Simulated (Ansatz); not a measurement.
Mulliken charges of `C[B]I` radical from r2SCAN/def2-TZVPP in Ansatz (PBE0-D4/def2-TZVP geometry).

```tsv
atom	x (Å)	y (Å)	z (Å)	charge (e)
C1	-0.353	0.348	-0.326	-0.182
B2	0.116	-1.040	0.152	-0.089
I3	1.781	-1.480	1.357	0.022
H4	-1.009	0.740	0.464	0.081
H5	0.460	1.069	-0.456	0.081
H6	-0.954	0.299	-1.237	0.088
```

Q: By hand: the dipole of these point charges (1 e Å = 4.8032 D).

A: Σ q r = (-0.035, 0.170, -0.033) e Å, of length 0.177 e Å = 0.85 D.

Q: How does the dipole of the full density compare? (Estimate.)

A: Computed: (-0.107, 0.272, -0.087) e Å, 1.46 D; the point charges give 0.58 times that, at 11° from its direction.

Point charges leave out the atoms' own dipoles, such as those of lone pairs, and Mulliken's split depends on the basis, so the two needn't agree.
